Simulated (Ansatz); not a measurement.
`CC(=O)SC12CC3CC(CC(C3)C1)C2` with charge +1. The state is a doublet with charge 1. Geometry PBE0-D4/def2-SVP, that of the neutral singlet.

Cartesian coordinates in Å:
```
C -3.7325 -0.7407 -2.7147
C -2.7394 -0.2601 -1.6854
O -2.9969 0.5759 -0.8571
S -1.1669 -1.0795 -1.8502
C -0.1257 -0.3762 -0.5094
C -0.7129 -0.6762 0.8744
C 0.2475 -0.1593 1.9524
C 0.4391 1.3508 1.7819
C 1.0362 1.6400 0.4014
C 2.3865 0.9307 0.2676
C 2.1876 -0.5785 0.4335
C 1.5982 -0.8671 1.8170
C 1.2283 -1.0896 -0.6473
C 0.0806 1.1323 -0.6854
H -3.9101 -1.8201 -2.5955
H -4.6731 -0.1918 -2.5801
H -3.3436 -0.5779 -3.7309
H -0.8615 -1.7637 0.9802
H -1.6948 -0.1919 0.9716
H -0.1850 -0.3691 2.9448
H -0.5278 1.8695 1.8920
H 1.1051 1.7393 2.5711
H 1.1726 2.7270 0.2762
H 3.0911 1.3042 1.0300
H 2.8342 1.1494 -0.7168
H 3.1547 -1.0969 0.3242
H 1.4728 -1.9542 1.9578
H 2.2914 -0.5203 2.6022
H 1.6478 -0.9036 -1.6508
H 1.0876 -2.1796 -0.5506
H 0.4977 1.3310 -1.6866
H -0.8887 1.6461 -0.6174
```

At PBE-D4/def2-SVP the gap within one spin of the charge 1 doublet nearly closes, so an electron or hole may be smeared out by delocalisation error.

(1) Estimate the α-spin orbital energies around the gap (eV) in Ansatz with PBE-D4/def2-SVP, PBE0-D4/def2-SVP.

Results:

(1) 
```json
{"orbital": "HOMO−5", "PBE-D4/def2-SVP": "-11.96", "PBE0-D4/def2-SVP": "-13.29"}
{"orbital": "HOMO−4", "PBE-D4/def2-SVP": "-11.45", "PBE0-D4/def2-SVP": "-13.03"}
{"orbital": "HOMO−3", "PBE-D4/def2-SVP": "-10.99", "PBE0-D4/def2-SVP": "-12.49"}
{"orbital": "HOMO−2", "PBE-D4/def2-SVP": "-10.90", "PBE0-D4/def2-SVP": "-12.24"}
{"orbital": "HOMO−1", "PBE-D4/def2-SVP": "-10.85", "PBE0-D4/def2-SVP": "-12.00"}
{"orbital": "HOMO", "PBE-D4/def2-SVP": "-10.59", "PBE0-D4/def2-SVP": "-11.88"}
{"orbital": "LUMO", "PBE-D4/def2-SVP": "-6.34", "PBE0-D4/def2-SVP": "-5.72"}
{"orbital": "LUMO+1", "PBE-D4/def2-SVP": "-4.52", "PBE0-D4/def2-SVP": "-3.80"}
{"orbital": "LUMO+2", "PBE-D4/def2-SVP": "-3.43", "PBE0-D4/def2-SVP": "-2.65"}
{"orbital": "LUMO+3", "PBE-D4/def2-SVP": "-2.71", "PBE0-D4/def2-SVP": "-1.76"}
{"orbital": "LUMO+4", "PBE-D4/def2-SVP": "-2.10", "PBE0-D4/def2-SVP": "-1.41"}
{"orbital": "LUMO+5", "PBE-D4/def2-SVP": "-1.91", "PBE0-D4/def2-SVP": "-0.93"}
{"orbital": "β HOMO", "PBE-D4/def2-SVP": "-10.53", "PBE0-D4/def2-SVP": "-11.80"}
{"orbital": "β LUMO", "PBE-D4/def2-SVP": "-10.51", "PBE0-D4/def2-SVP": "-10.42"}
```
